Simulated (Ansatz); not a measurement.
`FCC=C=[Se]` + `B[SeH]` → `B[Se]CF` + `C=C=[Se]`  (substitution at a C–C bond)

Isolated molecules relaxed with PBE0-D4/def2-TZVP in Ansatz; ΔE leaves out vibrations. CCSD(T)/CBS is the MP2 limit (def2-TZVPP, def2-QZVPP) plus CCSD(T) − MP2 in def2-TZVPP, frozen cores. Functionals use def2-TZVPP. B3LYP here is the variant with VWN-RPA as its local correlation; programs differ in this. For Se outer-core shells are correlated without core-valence functions, which leaves a few kJ/mol of doubt a bond. Scalar relativity is left out up to krypton. Each species was taken in one conformer, which may not be the lowest.

```
             level  ΔE (eV)
            PBE-D4     0.02
          BHLYP-D4     0.10
               PBE     0.02
              BLYP     0.01
             B3LYP     0.06
             BHLYP     0.11
RPA@PBE/def2-TZVPP     0.08
SCS-MP2/def2-QZVPP     0.08
```

Problem. What does CCSD(T)/CBS give? (An estimate is asked.)

Solution. The calculation gave: +0.07 eV. The listed levels differ from it by -0.05, 0.03, -0.05, -0.06, -0.01, 0.04, 0.01, 0.01 eV.

Problem. What do rigid-rotor, harmonic-oscillator terms from PBE0-D4/def2-TZVP frequencies (298.15 K, 1 bar) make of the CCSD(T)/CBS value? (An estimate is asked.)

Solution. The calculation gave: ΔZPE = +0.02 eV, ΔH = +0.10 eV, ΔS = -5 J/(mol·K), ΔG = +0.11 eV.

Largest T1 diagnostic among the species: 0.016.

Leaving LDA and LC-ωPBE aside and taking each functional with its dispersion term where it has one, the values, not all of them listed here, spread over 0.10 eV, from BLYP-D4 to BHLYP-D4. LDA lies +0.06 eV from PBE without D4. From PBE to PBE0 (25 % exact exchange), in def2-TZVPP and without D4, ΔE moves by +0.05 eV.
